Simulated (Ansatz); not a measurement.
Calculated with Ansatz (gas phase, PBE0-D4/def2-TZVP geometries, no zero-point term in ΔE). CCSD(T)/CBS adds triple-zeta CCSD(T) − MP2 to the extrapolated MP2 energy (def2 sets, frozen cores). This one scheme is used for every species. Functionals use def2-TZVPP. HSE06 is defined as in plane-wave codes. One conformer a species, not always the lowest.

Consider the substitution at a C–C bond: `FC[C@@H](F)[C@@H](F)OC(F)F` + H–F → `FC(F)OC(F)F` + `FCCF`.

```tsv
level	ΔE (kJ/mol)	difference from CCSD(T)/CBS
revPBE-D4	15.6	-14.2
BLYP-D4	11.7	-18.1
CAM-B3LYP-D4	12.9	-16.9
PBE-QIDH	17.9	-11.9
PBE0	8.7	-21.1
HSE06	8.5	-21.3
CAM-B3LYP	6.7	-23.1
CCSD(T)/def2-TZVPP	23.9	-5.9
MP2/CBS(def2)	34.9	5.1
CCSD/CBS(def2)	27.5	-2.3
CCSD(T)/CBS	29.8	0
```

Task: What do rigid-rotor, harmonic-oscillator terms from PBE0-D4/def2-TZVP frequencies (298.15 K, 1 bar) make of the CCSD(T)/CBS value? (Best estimate.)

Result: Ansatz gave: ΔZPE = +6.3 kJ/mol, ΔH = +31.9 kJ/mol, ΔS = 29 J/(mol·K), ΔG = +23.4 kJ/mol. Modes under 50 cm⁻¹ make the entropy rough.

Largest T1 diagnostic among the species: 0.012.

From PBE to PBE0 (25 % exact exchange), in def2-TZVPP and without D4, ΔE moves by +3.4 kJ/mol. The D4 term adds +10.2 kJ/mol with B3LYP and +6.0 kJ/mol with PBE0; it sums over pairs of atoms, weighted by their polarisabilities, and B3LYP, whose exchange is more repulsive, gets the larger term.

B3LYP here is the variant with VWN-RPA as its local correlation; programs differ in this.
